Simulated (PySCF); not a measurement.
# UHF on Be (beryllium, neutral)

Configuration: [He] 2s1 3s1, high-spin 3S determinant (an excited configuration). Calculation: PySCF 2.14, in aug-cc-pCVTZ-DK (7s6p4d2f, 59 functions); the spin-free X2C one-electron Hamiltonian (Gaussian nucleus).

```json
{
 "Total energy": "-14.379702 hartree",
 "One-electron energy": "-18.1844 hartree",
 "Hartree (Coulomb) energy": "6.3823 hartree",
 "Exchange energy": "-2.5775 hartree",
 "⟨S²⟩": "2.0000",
 "⟨L²⟩": "0.000",
 "Sum of ⟨r⟩": "10.67 bohr",
 "Sum of ⟨r²⟩": "70.41 bohr²",
 "Langevin diamagnetic susceptibility": "-55.8 ×10⁻⁶ cm³/mol"
}
```

```
shell  electrons  mean orbital energy (eV)  rms radius, mean of both spins (bohr)
 1s α          1                   -136.03                                  0.482
 1s β          1                   -134.81                                  0.482
 2s α          1                   -14.193                                   2.46
 3s α          1                    -2.720                                   7.99
```

The outer electron is Rydberg-like, and this basis confines it to a smaller radius and binds it less than a complete one would.
